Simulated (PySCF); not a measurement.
Structure from 2D NMR

Compound of formula C4H8BF3P2. Correlations simulated from computed shifts and the bond graph:

HSQC (one-bond C–H):
```csv
δH,δC
5.86,128.1
5.65,128.1
5.63,142.9
2.55,29.1
1.93,18.5
1.24,18.5
```

COSY cross peaks (H two or three bonds apart, from the bond graph; peaks can be absent where the dihedral angle is near 90°):
```csv
δH,δH
5.86,5.65
5.86,5.63
5.65,5.63
5.63,2.55
2.55,1.93
2.55,1.24
1.93,1.24
```

HMBC (two and three bonds, from the bond graph):
```csv
δH,δC
5.86,"142.9, 29.1"
5.65,"142.9, 29.1"
5.63,"128.1, 29.1, 18.5"
2.98,"29.1, 18.5"
2.55,"142.9, 128.1, 18.5"
1.93,"142.9, 29.1"
1.24,"142.9, 29.1"
```

PySCF 2.14 calculation with shieldings: GIAO PBE0/pcSseg-1 and geometry: PBE0-D3(BJ)/def2-SVP; equivalent nuclei averaged, no relativistic terms, single conformer, isolated molecule.

Referencing at the same level of theory: $^{1}$H (σ = 31.27 ppm), $^{13}$C (σ = 184.41 ppm) vs TMS.

Exchangeable hydrogens are left out of these lists.

Work out the connectivity.

Results:

SMILES C=C[C@@H]1C[P@@+]1(P)[B-](F)(F)F.

Numbering as in the mapped SMILES `[CH2:1]=[CH:2][C@@H:3]1[CH2:4][P@@+:5]1([PH2:6])[B-:7]([F:8])([F:9])[F:10]`. Each H is labelled by its parent atom. Ha(C4) is cis to C2 on the ring; Ha(C1) is cis to C3; Hb(C4) is trans to C2 on the ring; Hb(C1) is trans to C3.

- δC 142.9 is C2, an alkene CH (δH 5.63).
- δC 128.1 is C1, a terminal =CH2 carbon (δH 5.86, 5.65).
- δC 29.1 is C3, a three-membered-ring carbon (δH 2.55).
- δC 18.5 is C4, a three-membered-ring carbon (δH 1.24, 1.93).
- COSY links 5.86–5.65, 5.86–5.63, 5.65–5.63, 5.63–2.55, 2.55–1.93, 2.55–1.24.

The data come from this structure; uniqueness wasn't tested.

Shifts are as computed. Against solution values, carbons near 30 ppm lie about +2 ppm off and those near 130 ppm about +5 ppm. Of 1313 compounds with measured shifts, 239 miss one by over three times the rms of a fit or turn the order of signals round; such compounds aren't used in these exercises.
